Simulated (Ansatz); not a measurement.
Consider the hydrogenolysis of the Si–O bond: `O[SiH2][SiH2]Cl` + H₂ → `[SiH3][SiH2]Cl` + H₂O.

Gas-phase electronic energies from Ansatz, PBE0-D4/def2-TZVP geometries. CBS: MP2 limit from def2 TZ/QZ plus the TZ coupled-cluster correction, frozen cores. This one scheme is used for every species. DFT in def2-TZVPP. B3LYP here is the variant with VWN-RPA as its local correlation; programs differ in this. One conformer a species, not always the lowest.

```
             level  ΔE (kcal/mol)  difference from CCSD(T)/CBS
            PBE-D4           13.0                         -0.6
        r2SCANh-D4           14.7                          1.1
          BHLYP-D4           14.5                          0.9
           ωB97X-V           13.9                          0.3
            B2PLYP           14.0                          0.4
               PBE           12.1                         -1.5
             B3LYP           13.1                         -0.5
RPA@PBE/def2-TZVPP           12.9                         -0.7
       HF/def2-SVP            8.9                         -4.7
     MP2/CBS(def2)           15.2                          1.6
       CCSD(T)/CBS           13.6                            0
```

Largest T1 diagnostic among the species: 0.011.

The D4 term adds +1.4 kcal/mol with B3LYP and +0.8 kcal/mol with PBE0; it sums over pairs of atoms, weighted by their polarisabilities, and B3LYP, whose exchange is more repulsive, gets the larger term. From r2SCAN to r2SCAN0 (25 % exact exchange), in def2-TZVPP and without D4, ΔE moves by −0.9 kcal/mol. Leaving LDA and LC-ωPBE aside and taking each functional with its dispersion term where it has one, the values, not all of them listed here, spread over 2.6 kcal/mol, from HSE06-D4 to BLYP-D4. LDA lies +1.1 kcal/mol from PBE without D4.
